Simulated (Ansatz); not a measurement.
Consider the ligand exchange at the Si–O bond: `O[SiH](O)N[SiH3]` + NH₃ → `N[SiH](O)N[SiH3]` + H₂O.

Computed with Ansatz on PBE0-D4/def2-TZVP structures; ΔE is electronic, products minus reactants. CCSD(T)/CBS is the MP2 limit (def2-TZVPP, def2-QZVPP) plus CCSD(T) − MP2 in def2-TZVPP, frozen cores. This one scheme is used for every species. Functionals use def2-TZVPP. B3LYP here is the variant with VWN-RPA as its local correlation; programs differ in this. One conformer a species, not always the lowest.

(1) Is it downhill or uphill in electronic energy at CCSD(T)/CBS, and by how much? (Best estimate.)

(2) What do these levels give: B3LYP-D4, ωB97X-V, ωB97M-V, r2SCAN, B3LYP, HF/def2-TZVPP, CCSD/def2-TZVPP, CCSD(T)/def2-TZVPP, HF/def2-QZVPP, MP2/def2-QZVPP, SCS-MP2/def2-QZVPP, CCSD/CBS(def2)? (Best estimate.)

Largest T1 diagnostic among the species: 0.011.

Answers

(1) Ansatz gave: Uphill: ΔE = +11.4 kcal/mol.

(2) The calculation gave: B3LYP-D4 11.9, ωB97X-V 12.0, ωB97M-V 11.9, r2SCAN 12.4, B3LYP 12.7, HF/def2-TZVPP 13.8, CCSD/def2-TZVPP 12.1, CCSD(T)/def2-TZVPP 11.9, HF/def2-QZVPP 13.7, MP2/def2-QZVPP 11.4, SCS-MP2/def2-QZVPP 11.9, CCSD/CBS(def2) 11.6 kcal/mol.

In def2-TZVPP, CCSD(T) changes the Hartree–Fock value by −1.8 kcal/mol (the triples alone add −0.2 kcal/mol) and MP2 by −2.0 kcal/mol. The D4 term adds −0.8 kcal/mol with B3LYP and −0.4 kcal/mol with PBE0; it sums over pairs of atoms, weighted by their polarisabilities, and B3LYP, whose exchange is more repulsive, gets the larger term.
